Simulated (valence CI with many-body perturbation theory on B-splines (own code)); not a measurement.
## E1 line list for Re LXX

Calculated by relativistic CI+MBPT: four valence electrons over a frozen Dirac-Fock core [He], radial functions for each j: 11 s, 11 p, 9 d, 7 f, 5 g, 2 h, 1 i, with the one-electron correlation potential Σ1 (screened to all orders), the two-electron term Σ2, the three-electron term Σ3, Breit, model QED; selected single and double excitations, second order for the rest (own B-spline code, finite nucleus).

No measured spectrum was set against this ion. As an estimate, large intervals hold to a few tenths of a per cent, small ones and those within an open d or f shell to about a per cent. Among the levels kept, up to 280 cm⁻¹ of a level comes from second order outside the variational space, and about a tenth of that is noise between levels of different J, which matters for small intervals.

Lines 101 to 150 of 249 in falling wavelength, among levels below 13349 eV, chosen from the strongest by gf and those to the six lowest levels. Wavelengths and rates use the calculated energies. Electric multipoles are in the length gauge, E1 and E2 with the static RPA response of the core. Weak lines are less certain than strong ones. Lines between different terms over intervals too small for the method are left out, as are lines whose strength nearly cancels. The highest levels of a list are the least certain.

Levels are named by their leading jj configuration (3d3/2^4 stands for four electrons in 3d with j = 3/2), which in mixed levels can hold well under half, so a name can repeat and another be missing. Letters in brackets count levels of one name in rising energy.

```csv
λ vac (nm),Upper,Lower,A (s⁻¹),S (a.u.) with core polarisation,S without
0.6322,(2p1/2 2p3/2^3) J=2,(2s 2p1/2 2p3/2^2) J=3,5.66e+12,3.53e-03,3.54e-03
0.1359,(2s 2p1/2^2 3s) J=1,(2s 2p1/2^2 2p3/2) J=1,3.70e+13,1.37e-04,1.37e-04
0.1353,(2p1/2^2 2p3/2 3s) J=2,(2p1/2^2 2p3/2^2) J=2,1.22e+14,7.49e-04,7.48e-04
0.1353,(2s 2p1/2^2 3s) J=0,(2s 2p1/2^2 2p3/2) J=1,2.29e+14,2.80e-04,2.79e-04
0.1352,(2p1/2^2 2p3/2 3s) J=1,(2p1/2^2 2p3/2^2) J=2,2.01e+14,7.34e-04,7.33e-04
0.1347,(2s 2p1/2 2p3/2 3s) J=3,(2s 2p1/2 2p3/2^2) J=3,1.11e+14,9.39e-04,9.38e-04
0.1346,(2s 2p1/2^2 3s) J=1,(2s 2p1/2^2 2p3/2) J=2,2.08e+14,7.51e-04,7.49e-04
0.1344,(2s^2 2p1/2 3s) J=1,(2s^2 2p1/2 2p3/2) J=2,2.03e+14,7.29e-04,7.28e-04
0.1343,(2s 2p1/2 2p3/2 3s) J=2 [b],(2s 2p1/2 2p3/2^2) J=3,1.71e+14,1.02e-03,1.02e-03
0.1342,(2s^2 2p1/2 3s) J=0,(2s^2 2p1/2 2p3/2) J=1,2.47e+14,2.94e-04,2.93e-04
0.1341,(2s^2 2p1/2 3s) J=1,(2s^2 2p1/2 2p3/2) J=1,3.98e+13,1.42e-04,1.42e-04
0.1341,(2s^2 2p3/2 3s) J=2,(2s^2 2p3/2^2) J=2,1.27e+14,7.53e-04,7.52e-04
0.1340,(2s^2 2p3/2 3s) J=1,(2s^2 2p3/2^2) J=2,2.09e+14,7.42e-04,7.41e-04
0.1272,(2s 2p1/2^2 3d3/2) J=1,(2s 2p1/2^2 2p3/2) J=1,2.06e+14,6.28e-04,6.29e-04
0.1271,(2s 2p1/2^2 3d3/2) J=2,(2s 2p1/2^2 2p3/2) J=1,8.31e+12,4.21e-05,4.21e-05
0.1260,(2s 2p1/2 2p3/2 3d3/2) J=2 [a],(2s 2p1/2 2p3/2^2) J=2 [a],1.46e+14,7.19e-04,7.20e-04
0.1260,(2s 2p1/2^2 3d3/2) J=1,(2s 2p1/2^2 2p3/2) J=2,4.68e+13,1.39e-04,1.39e-04
0.1259,(2s^2 2p1/2 3d3/2) J=2,(2s^2 2p1/2 2p3/2) J=2,2.54e+14,1.25e-03,1.25e-03
0.1259,(2s 2p1/2^2 3d3/2) J=2,(2s 2p1/2^2 2p3/2) J=2,2.89e+14,1.43e-03,1.43e-03
0.1259,(2s 2p1/2 2p3/2 3d3/2) J=2 [d],(2s 2p1/2 2p3/2^2) J=1 [a],1.63e+14,8.04e-04,8.05e-04
0.1258,(2s 2p1/2 2p3/2 3d3/2) J=2 [b],(2s 2p1/2 2p3/2^2) J=3,2.06e+14,1.01e-03,1.02e-03
0.1257,(2s^2 2p1/2 3d3/2) J=2,(2s^2 2p1/2 2p3/2) J=1,2.78e+13,1.36e-04,1.36e-04
0.1256,(2s 2p1/2 2p3/2 3d5/2) J=1 [a],(2s 2p1/2 2p3/2^2) J=1 [a],4.40e+14,1.29e-03,1.29e-03
0.1256,(2s 2p1/2 2p3/2 3d5/2) J=3 [b],(2s 2p1/2 2p3/2^2) J=2 [b],1.42e+14,9.69e-04,9.70e-04
0.1256,(2s^2 2p1/2 3d3/2) J=1,(2s^2 2p1/2 2p3/2) J=2,4.41e+13,1.29e-04,1.29e-04
0.1255,(2s 2p1/2 2p3/2 3d5/2) J=2 [b],(2s 2p1/2 2p3/2^2) J=1 [b],4.19e+14,2.05e-03,2.05e-03
0.1255,(2s^2 2p3/2 3d3/2) J=2,(2s^2 2p3/2^2) J=2,1.50e+14,7.29e-04,7.30e-04
0.1255,(2s 2p1/2 2p3/2 3d5/2) J=2 [b],(2s 2p1/2 2p3/2^2) J=2 [b],6.81e+14,3.32e-03,3.32e-03
0.1254,(2s^2 2p3/2 3d3/2) J=3,(2s^2 2p3/2^2) J=2,3.29e+13,2.24e-04,2.24e-04
0.1253,(2s 2p1/2 2p3/2 3d5/2) J=1 [b],(2s 2p1/2 2p3/2^2) J=1 [b],1.12e+15,3.26e-03,3.27e-03
0.1253,(2s^2 2p1/2 3d3/2) J=1,(2s^2 2p1/2 2p3/2) J=1,2.41e+14,7.04e-04,7.04e-04
0.1253,(2s 2p1/2 2p3/2 3d5/2) J=1 [a],(2s 2p1/2 2p3/2^2) J=0,1.07e+15,3.11e-03,3.11e-03
0.1253,(2s^2 2p3/2 3d3/2) J=1,(2s^2 2p3/2^2) J=2,3.07e+14,8.95e-04,8.95e-04
0.1253,(2s 2p1/2 2p3/2 3d5/2) J=1 [b],(2s 2p1/2 2p3/2^2) J=2 [b],3.19e+14,9.28e-04,9.29e-04
0.1253,(2s 2p1/2^2 3d5/2) J=2,(2s 2p1/2^2 2p3/2) J=1,1.42e+15,6.91e-03,6.92e-03
0.1253,(2s 2p1/2 2p3/2 3d5/2) J=0,(2s 2p1/2 2p3/2^2) J=1 [b],1.62e+15,1.58e-03,1.58e-03
0.1244,(2s^2 2p3/2 3d5/2) J=1,(2s^2 2p3/2^2) J=0,1.64e+15,4.69e-03,4.69e-03
0.1244,(2s 2p1/2^2 3d5/2) J=3,(2s 2p1/2^2 2p3/2) J=2,1.60e+15,1.06e-02,1.06e-02
0.1244,(2s 2p1/2 2p3/2 3d5/2) J=3 [b],(2s 2p1/2 2p3/2^2) J=3,1.23e+15,8.19e-03,8.19e-03
0.1243,(2s 2p1/2 2p3/2 3d5/2) J=4 [b],(2s 2p1/2 2p3/2^2) J=3,2.06e+15,1.76e-02,1.76e-02
0.1243,(2s 2p1/2 2p3/2 3d5/2) J=2 [a],(2s 2p1/2 2p3/2^2) J=2 [a],5.66e+14,2.69e-03,2.69e-03
0.1243,(2s^2 2p1/2 3d5/2) J=2,(2s^2 2p1/2 2p3/2) J=2,1.68e+14,7.94e-04,7.95e-04
0.1242,(2s 2p1/2 2p3/2 3d5/2) J=3 [a],(2s 2p1/2 2p3/2^2) J=2 [a],2.13e+15,1.41e-02,1.41e-02
0.1242,(2s 2p1/2 2p3/2 3d5/2) J=2 [b],(2s 2p1/2 2p3/2^2) J=3,2.32e+14,1.10e-03,1.10e-03
0.1242,(2s^2 2p1/2 3d5/2) J=3,(2s^2 2p1/2 2p3/2) J=2,1.60e+15,1.06e-02,1.06e-02
0.1242,(2s 2p1/2 2p3/2 3d3/2) J=2 [d],(2s 2p1/2 2p3/2^2) J=2 [a],4.63e+14,2.19e-03,2.19e-03
0.1242,(2s 2p1/2^2 3d5/2) J=2,(2s 2p1/2^2 2p3/2) J=2,1.22e+14,5.77e-04,5.77e-04
0.1241,(2s 2p1/2 2p3/2 3p3/2) J=3 [a],(2s^2 2p3/2^2) J=2,3.92e+13,2.59e-04,2.59e-04
0.1240,(2s^2 2p1/2 3d5/2) J=2,(2s^2 2p1/2 2p3/2) J=1,1.46e+15,6.85e-03,6.86e-03
0.1240,(2s^2 2p3/2 3d5/2) J=2,(2s^2 2p3/2^2) J=2,1.15e+15,5.41e-03,5.41e-03
```
